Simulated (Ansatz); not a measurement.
AlICl₂⁺, that is AlCl2I with one electron fewer. Charge 1, multiplicity 2. Geometry PBE0-D4/def2-SVP, that of the neutral singlet; atoms count from 1.

```
atom   x (Å)   y (Å)   z (Å)
 Al1   0.054   0.033  -0.047
 Cl2   1.687  -1.070  -0.724
 Cl3  -0.124   2.024  -0.635
  I4  -1.617  -0.987   1.407
```

In the def2 sets I takes a core potential; there is no spin–orbit coupling.

Question: Estimate the Mulliken populations from the PBE0/def2-TZVP orbitals of Ansatz.

Answer: 
```
atom  charge (e)  spin (α − β)
 Al1        0.56         -0.06
 Cl2       -0.02          0.12
 Cl3       -0.02          0.12
  I4        0.48          0.83
```
Mulliken values depend strongly on the basis.

Question: Where does the spin sit?

Answer: Summed by element: Al -0.06, Cl 0.23, I 0.83, of 1 unpaired in all. Largest on single atoms: I4 0.83, Cl3 0.12, Cl2 0.12.

Question: And the Mayer bond orders between heavy atoms (over 0.3)?

Answer: Al1–Cl2 1.35 (2.08 Å); Al1–Cl3 1.35 (2.08 Å); Al1–I4 1.01 (2.44 Å).
